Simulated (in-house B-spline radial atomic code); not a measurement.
Values are calculated unless marked as measured or tabulated.
# P in an electron gas of r_s = 3: phase shifts, screening, friction and resistivity

A nucleus sits in a uniform electron gas with a rigid positive background. The Kohn-Sham equations are solved self-consistently in the spin-unpolarised LDA (PW92), non-relativistic, on B-splines with outgoing waves at the boundary and partial waves to l = 8. The model has no lattice, no bands and no magnetic solution. Atomic units; δ_l are the phase shifts at the Fermi level, counted so that each bound state adds π, and good to about 0.0005.

The density parameter is r_s = 3 bohr, near that of the valence electrons of Ag (1 per atom, density 10.5 g/cm³, mass 107.87 u, which gives r_s = 3.02).

```json
{"l": "0", "δ_l (rad)": "7.8148"}
{"l": "1", "δ_l (rad)": "5.0277"}
{"l": "2", "δ_l (rad)": "0.1153"}
{"l": "3", "δ_l (rad)": "0.0121"}
{"l": "4", "δ_l (rad)": "0.0009"}
{"l": "5", "δ_l (rad)": "0.0003"}
{"l": "6", "δ_l (rad)": "0.0002"}
{"l": "7", "δ_l (rad)": "0.0002"}
{"l": "8", "δ_l (rad)": "0.0002"}
```

Bound levels below the band bottom (hartree): s -75.63, s -5.922, p -4.167, s -0.1924.

Task: Check the Friedel sum rule, and say where the screening charge sits.

Result: k_F = (9π/4)^(1/3)/r_s = 0.63972. The rule is Z = (2/π) Σ (2l + 1) δ_l. The terms are s 4.975, p 9.602, d 0.367, f 0.054 and 0.013 beyond, in all 15.011 against Z = 15. Bound states hold 6 s, 6 p, 0 d electrons, so the scattering states carry 3.01 in all; where a term is smaller than its bound count, the bound level has drawn weight out of the band.

Task: Find the transport cross section and the electronic stopping of a 2 keV P ion (mass 30.97 u).

Result: σ_tr = (4π/k_F²) Σ (l + 1) sin²(δ_l − δ_(l+1)). The terms for l = 0 to 3 are 0.1205, 1.9211, 0.0318, 0.0005, all together 2.0739, so σ_tr = 30.707 × 2.0739 = 63.682 bohr². With n = 3/(4π r_s³) = 0.008842, the friction coefficient is Q = n k_F σ_tr = 0.3602. For v well below v_F = 0.640, dE/dx = Q v; with 24801 eV per u at v = 1, v = √(2000/(24801 × 30.97)) = 0.0510, so dE/dx = 0.01838 hartree/bohr = 9.45 eV/nm. The largest term couples the p and d waves.

Task: What residual resistivity would 1 atomic per cent of such centres give in Ag?

Result: Δρ = k_F n_i σ_tr/n in atomic units of 21.74 μΩ·cm. With one host atom per 1 electron, n_i/n = 0.01/1, so Δρ = 0.6397 × 0.01000 × 63.682 × 21.74 = 8.86 μΩ·cm. This is an atom added to the gas, as on an interstitial site.

Task: On a substitutional site the background of one host ion, a sphere holding 1 charge, is taken out. The phase shifts for l = 0 to 4 become 7.7021, 4.7291, 0.0199, 0.0005, 0.0003. What follows?

Result: The Friedel sum is now 14.01, for Z − 1 = 14. The sum in σ_tr is 2.0293, so σ_tr = 62.31 bohr² and Δρ = 8.67 μΩ·cm per atomic per cent, 0.98 times the value above. A real host ion scatters too, so this model doesn't give zero even for the host's own atom.
